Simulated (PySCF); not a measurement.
I⁺ (iodine, charge +1) across methods

[Kr] 4d10 5s2 5p4, high-spin 3P determinant. All numbers are calculated (PySCF 2.14, scalar relativity by spin-free X2C-1e, in aug-cc-pVTZ-DK3 (8s7p5d2f, 68 functions)).

| method | E (hartree) | mean ε 5s β (eV) | mean ε 5p α (eV) | mean ε 5p β (eV) | Σ⟨r²⟩ (bohr²) | ⟨S²⟩ |
| --- | --- | --- | --- | --- | --- | --- |
| UHF | -7112.03005 | -29.676 | -20.467 | -18.368 | 50.75 | 2.011 |
| M06-L | -7114.78 | -25.129 | -15.933 | -14.451 | 50.31 | 2.004 |
| r2SCAN | -7114.93 | -25.401 | -16.435 | -14.825 | 50.22 | 2.005 |
| TPSSh | -7114.63 | -25.859 | -16.635 | -15.115 | 50.25 | 2.004 |
| PBE0 | -7114.58 | -26.713 | -17.324 | -15.744 | 50.24 | 2.004 |
| LDA | -7108.37 | -25.737 | -16.076 | -14.699 | 50.24 | 2.001 |
| PBE | -7114.50 | -25.304 | -15.985 | -14.536 | 50.32 | 2.003 |
| r2SCANh | -7114.92 | -25.954 | -16.912 | -15.270 | 50.22 | 2.005 |
| B3LYP | -7115.01 | -26.618 | -16.941 | -15.543 | 50.40 | 2.002 |
